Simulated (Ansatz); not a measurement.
Wavefunction ladder for C4H10OSi, SMILES `CC(C)(C)O[SiH]`

```xyz
16

C    -0.321    0.698    1.190
C     0.030   -0.212    0.025
C    -0.572   -1.592    0.213
C    -0.409    0.396   -1.297
O     1.458   -0.411   -0.001
Si    2.753    0.576   -0.166
H    -1.403    0.840    1.250
H     0.145    1.678    1.065
H     0.020    0.260    2.130
H    -0.282   -2.248   -0.609
H    -1.663   -1.535    0.245
H    -0.220   -2.035    1.147
H    -0.129   -0.257   -2.126
H    -1.492    0.529   -1.314
H     0.057    1.374   -1.442
H     2.027    1.940   -0.306
```

Total charge 0; spin multiplicity 1. Geometry: relaxed with PBE0-D4/def2-TZVP. Frozen core, restricted reference, Ansatz 0.2.0.

| basis | HF (Eh) | MP2 corr. | CCSD corr. | (T) | CCSD(T) total |
| --- | --- | --- | --- | --- | --- |
| def2-SVP | -520.81437 | -0.84637 | -0.92030 | -0.02780 | -521.76247 |
| def2-TZVPP | -521.18273 | -1.04530 | – | – | – |
| def2-QZVPP | -521.20262 | -1.11569 | – | – | – |
